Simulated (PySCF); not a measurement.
## Structure elucidation problem

The spectra below were simulated for a compound C2H10F3PSi3.

¹H NMR (500 MHz, computed): δ 4.32 (m, 2H), 4.01 (m, 6H), 1.62 (m, 2H).

¹³C{¹H} NMR (computed): δ 130.0 (C), 21.7 (CH2).

PySCF 2.14.0 with density-fitted response routines calculation with PBE0-D3(BJ)/def2-SVP geometry and GIAO B97-2/pcSseg-1 shieldings; equivalent nuclei averaged, isolated molecule, no relativistic terms, a single conformation.

Shifts are taken against calculated references (same method and geometry level): ¹H (σ = 31.38 ppm) and ¹³C (σ = 183.69 ppm) vs TMS.

Propose a structure and justify it.

Results:


- 2 carbon signals for 2 carbons: no two carbons are equivalent.
- Carbon types of the structure: 1 × C, 1 × CH2, leaving 8 H on heteroatoms.
- δC 130.0: CF3 carbon; 3 electronegative neighbours deshield it.
- δC 21.7: sp3 CH2 bonded to Si.
- δH 4.32: hydrogen on a silicon bonded to C, P.
- δH 4.01: hydrogen on a silicon bonded to P.
- δH 1.62: hydrogen on an sp3 CH2 bonded to Si.

These data were computed for SMILES FC(F)(F)C[SiH2]P([SiH3])[SiH3].

The data come from this structure; uniqueness wasn't tested.

Splittings by ¹⁹F and ³¹P in the carbon and heteronuclear signals aren't shown, as no couplings were computed. Shifts are as computed. Against solution values, carbons near 30 ppm lie about +1 ppm off and those near 130 ppm about +2 ppm. Of 1309 compounds with measured shifts, 239 miss one by over three times the rms of a fit or turn the order of signals round; such compounds aren't used in these exercises. No couplings were computed; multiplicities are counted from neighbouring protons, with m where these are inequivalent, close in shift, in a saturated or five-membered ring or joined by F or P, and br s for small geminal =CH2 splittings.
